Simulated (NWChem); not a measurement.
System: SiCl2F2; SMILES Cl[Si](F)(F)Cl

Input file for NWChem:

```
start job
memory heap 200 mb stack 900 mb global 1100 mb
geometry units angstroms noautosym nocenter noautoz
  F      0.000000     1.288618    -1.266923
  Si     0.000000     0.000000    -0.323471
  F      0.000000    -1.288618    -1.266923
  Cl     1.672895     0.000000     0.806964
  Cl    -1.672895     0.000000     0.806964
end
basis spherical
  F library def2-svp
  Si library def2-svp
  Cl library def2-svp
end
dft
  xc b3lyp
  iterations 150
end
cosmo
  do_cosmo_smd true
  solvent dmf
end
task dft energy
```

Parts of the log:

```
             Northwest Computational Chemistry Package (NWChem) 7.3.0
             --------------------------------------------------------

                             Geometry "geometry" -> ""
                             -------------------------

 Output coordinates in angstroms (scale by  1.889725989 to convert to a.u.)

  No.       Tag          Charge          X              Y              Z
 ---- ---------------- ---------- -------------- -------------- --------------
    1 F                    9.0000     0.00000000     1.28861800    -1.26692300
    2 Si                  14.0000     0.00000000     0.00000000    -0.32347100
    3 F                    9.0000     0.00000000    -1.28861800    -1.26692300
    4 Cl                  17.0000     1.67289500     0.00000000     0.80696400
    5 Cl                  17.0000    -1.67289500     0.00000000     0.80696400

 Effective nuclear repulsion energy (a.u.)     380.0162601168

                                 NWChem DFT Module
                                 -----------------

 Summary of "ao basis" -> "ao basis" (spherical)
 ------------------------------------------------------------------------------
       Tag                 Description            Shells   Functions and Types
 ---------------- ------------------------------  ------  ---------------------
 F                          def2-svp                 6       14   3s2p1d
 Si                         def2-svp                 8       18   4s3p1d
 Cl                         def2-svp                 8       18   4s3p1d

 in cosmo_initialize ...
 calling solv_data for solv:dmf

 solvent parameters
 solvname_short: dmf
 solvname_long:  N,N-dimethylformamide
 dielec:       37.2190
 dielecinf:     2.0463
 nonaqueous SMD model solvent descriptors
 dielec:       37.2190
 sola:          0.0000
 solb:          0.7400
 solc:          0.0000
 solg:         49.5600
 solh:          0.0000
 soln:          1.4305

          ---------------
          -cosmo- solvent
          ---------------
 Cosmo: York-Karplus, doi: 10.1021/jp992097l
 dielectric constant -eps-     =  37.22
 screen = (eps-1)/(eps    )    =   0.97313
 surface charge correction     = lagrangian

   van der Waals surface
 --------------------------

[...]

                                COSMO-SMD solvation results
                                ---------------------------

             internal energy in gas <Psi(g)|H|Psi(g)> =     -1409.303546189546
         internal energy in solvent <Psi(s)|H|Psi(s)> =     -1409.303477270181
                               delta internal energy  =         0.000068919365 (    0.04 kcal/mol)
   total free energy in solvent <Psi(s)|H+V/2|Psi(s)> =     -1409.305318724040
 polarization energy contribution <Psi(s)|V/2|Psi(s)> =        -0.001841453860 (   -1.16 kcal/mol)
    total free energy in solvent including G(SMD-CDS) =     -1409.306456437839
                       G(SMD-CDS) energy contribution =        -0.001137713798 (   -0.71 kcal/mol)
     1 M fixed-concentration free energy of solvation =        -0.002910248293 (   -1.83 kcal/mol)

                       DFT Final Molecular Orbital Analysis
                       ------------------------------------

 Vector   31  Occ=2.000000D+00  E=-3.649602D-01
              MO Center= -5.7D-08, -6.1D-10,  6.0D-01, r^2= 3.9D+00
   Bfn.  Coefficient  Atom+Function         Bfn.  Coefficient  Atom+Function
  ----- ------------  ---------------      ----- ------------  ---------------
    58      0.413281  4 Cl py                76      0.413281  5 Cl py
    55      0.321946  4 Cl py                73      0.321946  5 Cl py
    52      0.185979  4 Cl py                70      0.185979  5 Cl py
     6      0.143874  1 F  pz                38     -0.143874  3 F  pz
    26      0.105469  2 Si py                 9     -0.102049  1 F  pz

 Vector   32  Occ=2.000000D+00  E=-3.514888D-01
              MO Center=  5.0D-08,  2.7D-09,  7.1D-01, r^2= 3.9D+00
   Bfn.  Coefficient  Atom+Function         Bfn.  Coefficient  Atom+Function
  ----- ------------  ---------------      ----- ------------  ---------------
    58      0.451398  4 Cl py                76     -0.451398  5 Cl py
    55      0.339393  4 Cl py                73     -0.339393  5 Cl py
    52      0.196404  4 Cl py                70     -0.196404  5 Cl py
     4      0.101301  1 F  px                36     -0.101301  3 F  px
     7     -0.072724  1 F  px                39      0.072724  3 F  px

 Vector   33  Occ=2.000000D+00  E=-3.435481D-01
              MO Center= -5.2D-09, -1.6D-09,  7.3D-01, r^2= 4.0D+00
   Bfn.  Coefficient  Atom+Function         Bfn.  Coefficient  Atom+Function
  ----- ------------  ---------------      ----- ------------  ---------------
    59      0.338432  4 Cl pz                77     -0.338432  5 Cl pz
    57     -0.306387  4 Cl px                75     -0.306387  5 Cl px
    56      0.259055  4 Cl pz                74     -0.259055  5 Cl pz
    54     -0.233576  4 Cl px                72     -0.233576  5 Cl px
    53      0.149162  4 Cl pz                71     -0.149162  5 Cl pz

 Vector   34  Occ=0.000000D+00  E= 2.431035D-03
              MO Center=  9.2D-09,  2.4D-09,  1.3D-01, r^2= 3.4D+00
   Bfn.  Coefficient  Atom+Function         Bfn.  Coefficient  Atom+Function
  ----- ------------  ---------------      ----- ------------  ---------------
    18      0.951949  2 Si s                 17      0.750451  2 Si s
    57      0.442077  4 Cl px                75     -0.442077  5 Cl px
    16      0.396709  2 Si s                 50     -0.317862  4 Cl s
    68     -0.317862  5 Cl s                  3     -0.260418  1 F  s
    35     -0.260418  3 F  s                 59      0.253194  4 Cl pz

[...]
```

Level: B3LYP/def2-SVP, SMD on the gas-phase geometry. All runs use the structure optimised with PBE0/def2-SVP. Solvent: N,N-dimethylformamide.
